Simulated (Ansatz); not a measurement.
The cluster Rb3F3. Total charge 0; singlet. Geometry PBE0-D4/def2-SVP.

Cartesian coordinates in Å:
```
Rb 0.343 -2.512 0.624
Rb -2.398 1.031 0.005
Rb 2.055 1.480 -0.629
F -1.836 -1.322 0.567
F -0.309 2.241 -0.576
F 2.145 -0.918 0.009
```

In the def2 sets Rb takes a core potential; there is no spin–orbit coupling. HSE06 is defined as in plane-wave codes, on full-range PBE exchange. The structure comes from a short search, and lower isomers may exist.

Question: Estimate the orbital energies around the gap (eV) in Ansatz with PBE-D4/def2-TZVP, r2SCAN-D4/def2-TZVP, B97M-V/def2-TZVP, PBE0-D4/def2-TZVP, HSE06-D4/def2-TZVP.

Answer: 
```
orbital  PBE-D4/def2-TZVP  r2SCAN-D4/def2-TZVP  B97M-V/def2-TZVP  PBE0-D4/def2-TZVP  HSE06-D4/def2-TZVP
 HOMO−9            -13.71               -14.19            -14.35             -15.40              -14.98
 HOMO−8             -5.26                -5.51             -5.63              -7.07               -6.66
 HOMO−7             -5.26                -5.51             -5.63              -7.07               -6.66
 HOMO−6             -5.17                -5.45             -5.54              -6.97               -6.55
 HOMO−5             -5.17                -5.45             -5.54              -6.96               -6.55
 HOMO−4             -5.15                -5.43             -5.53              -6.95               -6.53
 HOMO−3             -5.14                -5.43             -5.51              -6.94               -6.52
 HOMO−2             -5.10                -5.38             -5.48              -6.91               -6.50
 HOMO−1             -5.10                -5.38             -5.48              -6.91               -6.50
   HOMO             -4.96                -5.23             -5.35              -6.77               -6.35
   LUMO             -0.84                -0.25             -0.69              -0.35               -0.60
 LUMO+1             -0.45                 0.10             -0.31              -0.04               -0.25
 LUMO+2             -0.45                 0.10             -0.31              -0.04               -0.25
 LUMO+3              0.15                 0.48              0.19               0.42                0.27
 LUMO+4              0.39                 0.60              0.44               0.56                0.47
 LUMO+5              0.39                 0.60              0.44               0.56                0.47
```
